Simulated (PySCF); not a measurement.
BI$_{3}$, charge +1, doublet, geometry from GFN2-xTB (a state made from the parent by changing its charge; the spin is typed, not shown lowest) (core potentials on I). Base run: DF-SCAN/def2-SVP run with PySCF.

Input for PySCF:
```python
from pyscf import gto, scf, dft

mol = gto.M(
    atom='''
B    -0.000000   -0.000000    0.000000
I     1.994881   -0.349033   -0.597747
I    -0.740758   -0.879532    1.770982
I    -1.254123    1.228564   -1.173235
''',
    basis='def2-svp',
    ecp={'I': 'def2-svp'},
    charge=1,
    spin=1,
    verbose=4,
)

mf = dft.UKS(mol)
mf.xc = 'scan'
mf = mf.density_fit(auxbasis='def2-universal-jkfit')
mf.kernel()
```

Each row names what was changed in the base input (with any setting that the change needs).

```csv
change,ΔE vs base (mEh),grid points,electrons on the grid,outcome
base,0.000,79920,79.00000,converged
grids.becke_scheme = stratmann,-0.001,79920,79.00000,converged
grids.level = 2,-0.606,53344,79.00000,converged
"grids.atom_grid = (75, 302)",-0.687,53376,79.00000,converged
grids.level = 1,2.110,29264,78.99998,converged
"grids.atom_grid = (30, 110)",133.3,9720,78.99968,converged
grids.radi_method = gauss_chebyshev,-2.475,76176,79.00000,converged
grids.level = 0,-,-,-,not converged
grids.level = 5,-1.605,183624,79.00000,converged
small_rho_cutoff = 0,0.000,79920,79.00000,converged
grids.level = 4,-2.188,122872,79.00000,converged
```

Open shells are given as the SCF converged; they aren't shown to be the lowest states, and a large step between rows can be another state.
